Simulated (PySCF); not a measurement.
Isomers C₆H₉N₃:

A. `CCc1ncc(C)nn1`
B. `CCc1cc(C)nnn1`
C. 4,5,6-trimethyl-1,2,3-triazine (C1(C)=NN=NC(C)=C1C)
D. `C=CN1N=C(C)C(C)=N1`
E. SMILES CC(C)c1cnncn1
F. SMILES C=Cn1cc(CC)nn1

Spectrum 1. ¹H NMR (300 MHz, computed): δ 7.09 (s, 1H), 3.00 (q, 2H), 2.88 (s, 3H), 1.37 (t, 3H). ¹³C{¹H} NMR (computed): δ 167.6 (C), 161.9 (C), 121.5 (CH), 35.0 (CH2), 24.4 (CH3), 19.8 (CH3).

Spectrum 2. ¹H NMR (300 MHz, computed): δ 9.94 (s, 1H), 9.62 (s, 1H), 2.70 (sept, 1H), 1.45 (d, 6H). ¹³C{¹H} NMR (computed): δ 172.6 (C), 162.6 (CH), 157.2 (CH), 37.9 (CH), 25.4 (CH3).

Spectrum 3. ¹H NMR (300 MHz, computed): δ 7.79 (s, 1H), 7.66 (m, 1H), 5.51 (m, 1H), 5.18 (m, 1H), 2.90 (q, 2H), 1.29 (t, 3H). ¹³C{¹H} NMR (computed): δ 156.3 (C), 139.3 (CH), 121.4 (CH), 103.4 (CH2), 24.1 (CH2), 20.6 (CH3).

Spectrum 4. ¹H NMR (300 MHz, computed): δ 2.83 (s, 6H), 2.25 (s, 3H). ¹³C{¹H} NMR (computed): δ 160.2 (C), 131.0 (C), 22.8 (CH3), 14.4 (CH3).

Spectrum 5. ¹H NMR (300 MHz, computed): δ 7.25 (m, 1H), 6.26 (m, 1H), 5.07 (m, 1H), 2.43 (s, 6H). ¹³C{¹H} NMR (computed): δ 148.7 (C), 139.1 (CH), 105.9 (CH2), 12.6 (CH3).

Spectrum 6. ¹H NMR (300 MHz, computed): δ 8.61 (s, 1H), 3.27 (q, 2H), 2.89 (s, 3H), 1.47 (t, 3H). ¹³C{¹H} NMR (computed): δ 176.0 (C), 161.4 (C), 153.9 (CH), 36.5 (CH2), 22.0 (CH3), 18.7 (CH3).

One conformer, in vacuum, no relativistic terms, fast rotation and ring inversion assumed for equivalent nuclei. Shieldings: GIAO PBE0/pcSseg-1; geometry: GFN2-xTB; PySCF 2.14.

Shifts are taken against calculated references (same method and geometry level): ¹H, ¹³C vs TMS. Where no couplings were computed, multiplicities follow the n + 1 count of equivalent neighbours, and m marks all less simple cases (inequivalent or close neighbours, rings, F or P nearby). Shifts are as computed. Against solution values, carbons near 30 ppm lie about +3 ppm off and those near 130 ppm about +5 ppm. Of 1211 compounds with measured shifts, 218 miss one by over three times the rms of a fit or turn the order of signals round; such compounds aren't used in these exercises.

Problem. Which spectrum belongs to which compound?

Solution. 1–B, 2–E, 3–F, 4–C, 5–D, 6–A.

- Spectrum 1 (B): 6 ¹³C signals; δC 35.0 is an sp3 CH2 on an aromatic ring; δC 24.4 is a methyl carbon on an aromatic ring.
- Spectrum 2 (E): 5 ¹³C signals; δC 157.2 is an aromatic CH next to a ring nitrogen; δC 37.9 is an sp3 CH on an aromatic ring.
- Spectrum 3 (F): 6 ¹³C signals; δC 139.3 is an alkene CH; δC 103.4 is a terminal =CH2 carbon.
- Spectrum 4 (C): 4 ¹³C signals; δC 22.8 is a methyl carbon on an aromatic ring; δC 14.4 is a methyl carbon on an aromatic ring.
- Spectrum 5 (D): 4 ¹³C signals; δC 139.1 is an alkene CH; δC 105.9 is a terminal =CH2 carbon.
- Spectrum 6 (A): 6 ¹³C signals; δC 153.9 is an aromatic CH next to a ring nitrogen; δC 36.5 is an sp3 CH2 on an aromatic ring.
